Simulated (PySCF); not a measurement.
HF4OW (SMILES [OH][W+]([F])([F])([F])[F]), charge +1, singlet, at a GFN2-xTB geometry (such geometries of metal compounds can be far from the true shape) (the multiplicity is a formal guess) (core potentials on W); DF-HF/def2-SVP in PySCF.

PySCF was given this input:
```python
from pyscf import gto, scf

mol = gto.M(
    atom='''
W     0.005170    0.010641    0.000155
F     1.571633   -0.841820   -0.338452
F    -0.580719    0.174215    1.710455
F    -1.088898    0.465945   -1.374932
F    -0.778473   -1.602177   -0.023271
O     0.786576    1.618854    0.023513
H     1.212894    2.496259    0.036257
''',
    basis='def2-svp',
    ecp={'W': 'def2-svp'},
    charge=1,
    spin=0,
    verbose=4,
)

mf = scf.RHF(mol)
mf = mf.density_fit(auxbasis='def2-universal-jkfit')
mf.kernel()
```

Output, abridged:

```
PySCF version 2.14.0

[INPUT] verbose = 4
[INPUT] num. atoms = 7
[INPUT] num. electrons = 58
[INPUT] charge = 1
[INPUT] spin (= nelec alpha-beta = 2S) = 0
[INPUT] symmetry False subgroup None
[INPUT] Mole.unit = angstrom
[INPUT] Symbol           X                Y                Z      unit          X                Y                Z       unit  Magmom
[INPUT]  1 W      0.005170000000   0.010641000000   0.000155000000 AA    0.009769884064   0.020108575691   0.000292907549 Bohr   0.0
[INPUT]  2 F      1.571633000000  -0.841820000000  -0.338452000000 AA    2.969955938329  -1.590809246181  -0.639581586311 Bohr   0.0
[INPUT]  3 F     -0.580719000000   0.174215000000   1.710455000000 AA   -1.097399865331   0.329218636791   3.232291498393 Bohr   0.0
[INPUT]  4 F     -1.088898000000   0.465945000000  -1.374932000000 AA   -2.057718997587   0.880508439110  -2.598244919900 Bohr   0.0
[INPUT]  5 F     -0.778473000000  -1.602177000000  -0.023271000000 AA   -1.471100765369  -3.027675733077  -0.043975816645 Bohr   0.0
[INPUT]  6 O      0.786576000000   1.618854000000   0.023513000000 AA    1.486413216156   3.059190695657   0.044433130367 Bohr   0.0
[INPUT]  7 H      1.212894000000   2.496259000000   0.036257000000 AA    2.292037478128   4.717245845981   0.068515800098 Bohr   0.0

nuclear repulsion = 339.864421420909
number of shells = 45
number of NR pGTOs = 184
number of NR cGTOs = 107
basis = def2-svp
ecp = {'W': 'def2-svp'}

******** <class 'pyscf.df.df_jk.DFRHF'> ********
method = DFRHF
initial guess = minao
damping factor = 0
level_shift factor = 0
DIIS = <class 'pyscf.scf.diis.CDIIS'>
diis_start_cycle = 1
diis_space = 8
diis_damp = 0
SCF conv_tol = 1e-09
SCF conv_tol_grad = None
SCF max_cycles = 50
direct_scf = False
Set gradient conv threshold to 3.16228e-05
Initial guess from minao.
******** <class 'pyscf.df.df.DF'> ********
auxbasis = def2-universal-jkfit
init E= -526.079091348623
  HOMO = -0.729043077091021  LUMO = -0.236310912299982  gap/eV = 13.40793
cycle= 1 E= -538.651564567349  delta_E= -12.6  |g|= 1.49  |ddm|= 7.52
  HOMO = -0.810066014558301  LUMO = -0.435814391882311  gap/eV = 10.18391
cycle= 2 E= -538.581877187151  delta_E= 0.0697  |g|= 1.57  |ddm|= 2.33
  HOMO = -0.845522453709891  LUMO = -0.256456793423712  gap/eV = 16.02929
cycle= 3 E= -539.027066346536  delta_E= -0.445  |g|= 0.137  |ddm|= 1.19
  HOMO = -0.829928877775848  LUMO = -0.258778073486258  gap/eV = 15.54181
cycle= 4 E= -539.030490425612  delta_E= -0.00342  |g|= 0.0367  |ddm|= 0.138
  HOMO = -0.837658333594069  LUMO = -0.257618450849856  gap/eV = 15.78369
cycle= 5 E= -539.030768322144  delta_E= -0.000278  |g|= 0.0158  |ddm|= 0.0333
  HOMO = -0.834759083337411  LUMO = -0.25683127488259  gap/eV = 15.72622
cycle= 6 E= -539.030853522383  delta_E= -8.52e-05  |g|= 0.00354  |ddm|= 0.0197
  HOMO = -0.835272717495608  LUMO = -0.257094717781692  gap/eV = 15.73302
cycle= 7 E= -539.03086397552  delta_E= -1.05e-05  |g|= 0.00135  |ddm|= 0.00789
  HOMO = -0.835105688063336  LUMO = -0.256739090511553  gap/eV = 15.73816
cycle= 8 E= -539.030865402793  delta_E= -1.43e-06  |g|= 0.00028  |ddm|= 0.00325
  HOMO = -0.835135118667722  LUMO = -0.2567357084486  gap/eV = 15.73905
cycle= 9 E= -539.03086546787  delta_E= -6.51e-08  |g|= 7.37e-05  |ddm|= 0.000704
  HOMO = -0.835123574537515  LUMO = -0.256732035729059  gap/eV = 15.73884
cycle= 10 E= -539.030865471471  delta_E= -3.6e-09  |g|= 3.74e-05  |ddm|= 0.000134
  HOMO = -0.835125155877378  LUMO = -0.256734007437266  gap/eV = 15.73882
cycle= 11 E= -539.030865472013  delta_E= -5.42e-10  |g|= 1.16e-05  |ddm|= 4.57e-05
  HOMO = -0.835125280684378  LUMO = -0.25673458497967  gap/eV = 15.73881
Extra cycle  E= -539.030865472082  delta_E= -6.91e-11  |g|= 6.82e-06  |ddm|= 1.45e-05
converged SCF energy = -539.030865472082
```
